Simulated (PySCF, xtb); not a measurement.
NaF, SMILES [F][Na].

GFN2-xTB in xtb 6.7.1 at its own geometry gives an orbital gap of 2.10 eV and a dipole moment of 7.26 D.

The structure is a stationary point at B3LYP-D3(BJ)/def2-TZVPD.

Problem. What does PBE/def2-TZVPD (PySCF) give? (Estimate from the structure and the level; the computed values follow.)

Solution. gap 3.07 eV (levels -5.08 and -2.01 eV), dipole 7.81 D.
